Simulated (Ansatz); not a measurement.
B15N15H34⁻, a nanocrystal cut from wurtzite BN (hydrogen-capped). Total charge -1; doublet. Geometry r2SCAN-D4/def2-SVP, that of the neutral singlet; atoms count from 1.

Cartesian coordinates in Å:
```
B 3.146 -0.573 0.853
N 2.897 0.959 0.456
N 2.248 -1.428 -0.063
B 1.492 -0.588 -1.186
B 0.858 -3.061 -1.728
N 0.635 -1.522 -2.071
B 1.363 1.333 0.545
N 1.175 2.850 0.138
N 0.558 0.439 -0.411
B -0.222 1.294 -1.502
B -0.916 -1.170 -1.997
N -1.084 0.364 -2.388
B -0.367 3.283 0.204
N -1.150 2.302 -0.690
B -2.626 0.762 -2.371
N 2.612 -0.713 2.332
B 1.198 -2.319 0.735
N 0.361 -3.180 -0.234
B 1.061 -0.364 2.480
N 0.885 1.146 2.017
N 0.285 -1.246 1.476
B -0.526 -0.413 0.396
B -1.203 -2.855 -0.103
N -1.365 -1.329 -0.511
B -0.652 1.517 2.164
N -0.804 3.038 1.701
N -1.435 0.641 1.159
B -2.267 1.484 0.096
B -2.911 -0.981 -0.418
N -3.041 0.554 -0.861
H 4.339 -0.821 0.787
H 3.166 1.010 -0.537
H 3.525 1.582 0.969
H 2.809 -2.106 -0.591
H 2.329 0.028 -1.866
H 2.071 -3.333 -1.809
H 0.211 -3.773 -2.475
H 0.916 -1.420 -3.046
H 1.416 2.930 -0.860
H 1.768 3.511 0.644
H 0.584 1.944 -2.188
H -1.537 -1.866 -2.771
H -0.792 0.456 -3.361
H -0.471 4.459 -0.101
H -1.668 2.808 -1.417
H -2.749 1.957 -2.698
H -3.269 0.047 -3.117
H 3.189 -0.225 3.019
H 2.691 -1.711 2.566
H 1.784 -3.022 1.568
H 0.457 -4.161 0.028
H 0.727 -0.492 3.644
H 1.404 1.730 2.678
H -0.429 -1.821 1.942
H -1.840 -3.587 -0.836
H -1.539 -3.019 1.084
H -1.006 1.410 3.325
H -0.377 3.690 2.361
H -1.813 3.233 1.735
H -2.152 0.070 1.625
H -3.032 2.263 0.679
H -3.575 -1.682 -1.156
H -3.304 -1.083 0.758
H -4.036 0.770 -0.801
```

Single mean-field runs in def2-SVP are fitted with def2-universal-jkfit. The highest occupied level of the charge -1 doublet lies above zero (up to 1.70 eV). By energy differences it is unbound by 0.39 eV (vertical, to the charge 0 singlet, at PBE0-D4/def2-SVP) and held by the finite basis.

(1) Estimate the Mulliken populations of the heavy atoms from the PBE0/def2-SVP orbitals of Ansatz.

(2) Where does the spin sit?

(3) And the Mayer bond orders between bonded heavy atoms (over 0.3, the first 40 of 43)?

Results:

(1) 
| atom | charge (e) | spin (α − β) |
| --- | --- | --- |
| B1 | 0.12 | -0.05 |
| N2 | 0.02 | -0.02 |
| N3 | -0.17 | 0.00 |
| B4 | 0.15 | 0.00 |
| B5 | -0.03 | 0.00 |
| N6 | -0.14 | 0.00 |
| B7 | 0.01 | -0.04 |
| N8 | 0.02 | -0.02 |
| N9 | -0.33 | 0.00 |
| B10 | 0.15 | 0.00 |
| B11 | 0.10 | 0.00 |
| N12 | -0.14 | 0.00 |
| B13 | 0.12 | -0.05 |
| N14 | -0.17 | 0.00 |
| B15 | -0.03 | 0.00 |
| N16 | -0.06 | -0.01 |
| B17 | 0.07 | 0.00 |
| N18 | -0.13 | 0.00 |
| B19 | 0.13 | -0.05 |
| N20 | -0.10 | -0.01 |
| N21 | -0.16 | 0.00 |
| B22 | 0.00 | -0.01 |
| B23 | 0.11 | 0.00 |
| N24 | -0.27 | 0.00 |
| B25 | 0.13 | -0.05 |
| N26 | -0.06 | -0.01 |
| N27 | -0.16 | 0.00 |
| B28 | 0.07 | 0.00 |
| B29 | 0.11 | 0.00 |
| N30 | -0.13 | 0.00 |
Mulliken values and Mayer orders depend strongly on the basis.

(2) Summed by element: B -0.24, N -0.07, H 1.31, of 1 unpaired in all. Largest on single atoms: H40 0.32, H33 0.32, H53 0.29.

(3) B1–N2 0.87 (1.60 Å); B1–N3 0.97 (1.54 Å); B1–N16 0.89 (1.58 Å); N2–B7 0.95 (1.58 Å); N3–B4 0.89 (1.59 Å); N3–B17 0.87 (1.59 Å); B4–N6 1.00 (1.55 Å); B4–N9 0.81 (1.59 Å); B5–N6 0.86 (1.59 Å); B5–N18 0.89 (1.58 Å); N6–B11 0.87 (1.59 Å); B7–N8 0.95 (1.58 Å); B7–N9 1.03 (1.54 Å); B7–N20 0.97 (1.56 Å); N8–B13 0.87 (1.60 Å); N9–B10 0.81 (1.59 Å); N9–B22 0.85 (1.60 Å); B10–N12 1.00 (1.55 Å); B10–N14 0.89 (1.59 Å); B11–N12 0.87 (1.59 Å); B11–N24 0.85 (1.56 Å); N12–B15 0.86 (1.59 Å); B13–N14 0.97 (1.54 Å); B13–N26 0.89 (1.58 Å); N14–B28 0.87 (1.59 Å); B15–N30 0.89 (1.58 Å); N16–B19 0.88 (1.60 Å); B17–N18 1.00 (1.54 Å); B17–N21 0.86 (1.59 Å); N18–B23 0.85 (1.60 Å); B19–N20 0.88 (1.59 Å); B19–N21 0.96 (1.55 Å); N20–B25 0.88 (1.59 Å); N21–B22 0.92 (1.59 Å); B22–N24 1.12 (1.54 Å); B22–N27 0.92 (1.59 Å); B23–N24 0.81 (1.59 Å); N24–B29 0.81 (1.59 Å); B25–N26 0.88 (1.60 Å); B25–N27 0.96 (1.55 Å).
